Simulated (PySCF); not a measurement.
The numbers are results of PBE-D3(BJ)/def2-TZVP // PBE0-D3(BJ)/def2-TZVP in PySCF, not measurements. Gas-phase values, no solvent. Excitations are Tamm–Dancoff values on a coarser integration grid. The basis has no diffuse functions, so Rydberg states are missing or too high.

Reference species (SMILES): `C=BN` (neutral, multiplicity 1).

```yaml
HOMO–LUMO gap: 4.54 eV
S1–T1 gap (TDA): 0.26 eV
S1 excitation (TDA): 4.60 eV
```

Changed species: `N(=C)B`.

Question: Give the shifts of the HOMO–LUMO gap, S1–T1 gap (TDA) and S1 excitation (TDA).

Answer: the HOMO–LUMO gap goes up by 0.11 eV, to 4.65 eV; the S1–T1 gap (TDA) increases by 0.30 eV, to 0.56 eV; the S1 excitation (TDA) rises by 0.24 eV, to 4.84 eV.
